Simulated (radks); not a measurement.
Results of a calculation; reference values are marked as such.
Species: Er+. Configuration: [Xe] 4f12 6s1 (the NIST ground configuration). Code: a radial shooting solver on a logarithmic mesh with Libxc functionals. Model: scalar-relativistic Kohn-Sham, LDA (Slater exchange, Perdew-Wang correlation), spin-polarised, spherical densities, point nucleus; open shells are filled with parallel spins first (spin-orbit coupling, left out, can overturn this in heavy ions).

Unscreened Slater integrals over Kohn-Sham orbitals (eV). They are taken over the spin-up orbitals. Empty in this configuration: 5d.

integral     value
F0(6s,6s)   6.8925
F0(6s,4f)   8.9595
G3(6s,4f)  0.33767
F0(6s,5p)   8.5569
G1(6s,5p)  0.69258
F0(6s,5s)   8.7035
G0(6s,5s)  0.35099
F0(6s,5d)   7.5861
G2(6s,5d)   2.8410
F0(4f,4f)   31.543
F2(4f,4f)   14.539
F4(4f,4f)   9.0403
F6(4f,4f)   6.4817
F0(4f,5p)   19.718
F2(4f,5p)   6.6651
G2(4f,5p)   3.6285
G4(4f,5p)   2.7398
F0(4f,5s)   22.554
G3(4f,5s)   4.2839
F0(4f,5d)   11.953
F2(4f,5d)   2.4870
F4(4f,5d)   1.1657
G1(4f,5d)   1.3207
G3(4f,5d)  0.96379
G5(4f,5d)  0.70869
F0(5p,5p)   16.442
F2(5p,5p)   8.7821
F0(5p,5s)   17.780
G1(5p,5s)   11.734
F0(5p,5d)   11.167
F2(5p,5d)   4.7007
G1(5p,5d)   5.1549
G3(5p,5d)   3.1121
F0(5s,5s)   19.585
F0(5s,5d)   11.532
G2(5s,5d)   2.9320
F0(5d,5d)   8.9734
F2(5d,5d)   4.4099
F4(5d,5d)   2.8182

Derived for the open shells (J is the average intra-shell exchange parameter used in DFT+U). 4f: F4/F2 = 0.622, F6/F2 = 0.446, J = (286 F2 + 195 F4 + 250 F6)/6435 = 1.172 eV.
